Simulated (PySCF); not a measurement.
C3H7Ga, SMILES C=C[CH2][GaH2].

Geometry optimised at B3LYP-D3(BJ)/def2-SVP. The structure was generated by enumeration; whether it is a known compound was not checked. One conformer was computed; it need not be the lowest.

Two levels are set side by side: TDDFT-PBE/def2-SVPD (PySCF) and TDDFT-LC-ωPBE/def2-SVPD (PySCF). Vertical, same geometry. The lowest singlet is HOMO→LUMO 86 % with PBE and HOMO→LUMO 87 % with the other functional; states are paired by order. Differences are taken from unrounded values.

| quantity | TDDFT-PBE |
|---|---|
| lowest singlet excitation (eV) | 4.41 |
| lowest triplet excitation (TDA) (eV) | 3.42 |
| first bright state (f over 0.05) (eV) | 4.41 |
| its oscillator strength | 0.10 |

Problem. These are the TDDFT-PBE values. What does TDDFT-LC-ωPBE give? (Estimate from the structure and the level; the computed values follow.)

Solution. 
```json
[
 {"quantity": "lowest singlet excitation (eV)", "TDDFT-LC-ωPBE": "5.24", "TDDFT-PBE minus TDDFT-LC-ωPBE": "-0.83"},
 {"quantity": "lowest triplet excitation (TDA) (eV)", "TDDFT-LC-ωPBE": "3.68", "TDDFT-PBE minus TDDFT-LC-ωPBE": "-0.26"},
 {"quantity": "first bright state (f over 0.05) (eV)", "TDDFT-LC-ωPBE": "5.24", "TDDFT-PBE minus TDDFT-LC-ωPBE": "-0.83"},
 {"quantity": "its oscillator strength", "TDDFT-LC-ωPBE": "0.12", "TDDFT-PBE minus TDDFT-LC-ωPBE": "-0.02"}
]
```

Functionals without exact exchange tend to place singlet excitations lower, as here. Differences between two approximate levels are no errors against the true value.

Rough cost on one machine, each run with all the roots and properties that it gave: TDDFT-LC-ωPBE against TDDFT-PBE about 6 times.
